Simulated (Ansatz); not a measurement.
Isolated molecules relaxed with PBE0-D4/def2-TZVP in Ansatz; ΔE leaves out vibrations. CCSD(T)/CBS is the MP2 limit (def2-TZVPP, def2-QZVPP) plus CCSD(T) − MP2 in def2-TZVPP, frozen cores. This one scheme is used for every species. DFT in def2-TZVPP. For Ge outer-core shells are correlated without core-valence functions, which leaves a few kJ/mol of doubt a bond. Scalar relativity is left out up to krypton. Each species was taken in one conformer, which may not be the lowest.

Consider the ligand exchange at a Ge–S bond: `C[O][GeH]([Cl])[S]C` + CH₃OH → `C[O][GeH]([Cl])[O]C` + CH₃SH.

`C[O][GeH]([Cl])[S]C`:

```xyz
13

C     1.221   -0.860    1.425
O     1.249    0.333    0.669
Ge    0.839    0.295   -1.046
Cl    2.165   -1.051   -2.069
S    -1.177   -0.521   -1.358
C    -2.095    0.720   -0.395
H     0.270   -1.394    1.313
H     1.349   -0.588    2.475
H     2.034   -1.534    1.136
H     1.053    1.731   -1.530
H    -2.013    1.710   -0.842
H    -1.756    0.747    0.640
H    -3.140    0.411   -0.418
```

CH₃OH:

```xyz
6

C    -0.269   -0.183   -0.144
O     1.071    0.141    0.146
H    -0.253   -1.065   -0.786
H    -0.787    0.620   -0.683
H    -0.844   -0.429    0.757
H     1.082    0.917    0.709
```

`C[O][GeH]([Cl])[O]C`:

```xyz
13

C    -2.075   -0.972   -0.347
O    -0.706   -0.692   -0.554
Ge   -0.086    0.949   -0.442
Cl   -0.766    1.760    1.435
O     1.655    0.823   -0.447
C     2.312    0.021    0.519
H    -2.709   -0.496   -1.105
H    -2.204   -2.053   -0.423
H    -2.411   -0.649    0.643
H    -0.516    1.867   -1.583
H     2.134    0.391    1.534
H     1.990   -1.023    0.461
H     3.381    0.073    0.311
```

CH₃SH:

```xyz
6

C     0.158   -0.315    0.342
S     0.338    0.800   -1.067
H    -0.199    0.211    1.226
H     1.155   -0.704    0.550
H    -0.499   -1.152    0.109
H    -0.952    1.159   -1.159
```

CCSD(T)/CBS gives +11.6 kJ/mol.

Problem. Another level gave +7.4 kJ/mol. Which?
A. r2SCAN/def2-TZVPP
B. HF/def2-TZVPP
C. ωB97X-V/def2-TZVPP
D. PBE0-D4/def2-TZVPP

Solution. C. ωB97X-V 7.4, PBE0-D4 19.6, HF/def2-TZVPP -4.9, r2SCAN 11.8 kJ/mol.

Largest T1 diagnostic among the species: 0.011.

In def2-TZVPP, CCSD(T) changes the Hartree–Fock value by +11.9 kJ/mol (the triples alone add +2.4 kJ/mol) and MP2 by +16.1 kJ/mol. The D4 term adds +5.5 kJ/mol with B3LYP and +3.1 kJ/mol with PBE0; it sums over pairs of atoms, weighted by their polarisabilities, and B3LYP, whose exchange is more repulsive, gets the larger term.

B3LYP here is the variant with VWN-RPA as its local correlation; programs differ in this.
